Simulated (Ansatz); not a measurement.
`[CH3][AlH][CH]1CC1` + `NBS` → `[CH3][AlH][BH]S` + `NC1CC1`  (formal exchange of groups at the Al–C bond)

Calculated with Ansatz (gas phase, PBE0-D4/def2-TZVP geometries, no zero-point term in ΔE). CCSD(T)/CBS is the MP2 limit (def2-TZVPP, def2-QZVPP) plus CCSD(T) − MP2 in def2-TZVPP, frozen cores. Each species was taken in one conformer, which may not be the lowest.

```json
{"species": "`[CH3][AlH][CH]1CC1`", "HF/def2-QZVPP energy (Eh)": "-398.67334"}
{"species": "`NBS`", "HF/def2-QZVPP energy (Eh)": "-479.12881"}
{"species": "`[CH3][AlH][BH]S`", "HF/def2-QZVPP energy (Eh)": "-705.56229"}
{"species": "`NC1CC1`", "HF/def2-QZVPP energy (Eh)": "-172.16333"}
```

**Question.** Work out ΔE.

**Answer.** ΔE = (-705.56229) + (-172.16333) − (-398.67334) − (-479.12881) = 0.07653 Eh = +200.9 kJ/mol. CCSD(T)/CBS gives +203.1 kJ/mol.

Largest T1 diagnostic among the species: 0.014.

From PBE to PBE0 (25 % exact exchange), in def2-TZVPP and without D4, ΔE moves by +3.6 kJ/mol. The D4 term adds +3.2 kJ/mol with B3LYP and +1.8 kJ/mol with PBE0; it sums over pairs of atoms, weighted by their polarisabilities, and B3LYP, whose exchange is more repulsive, gets the larger term.

B3LYP here is the variant with VWN-RPA as its local correlation; programs differ in this.
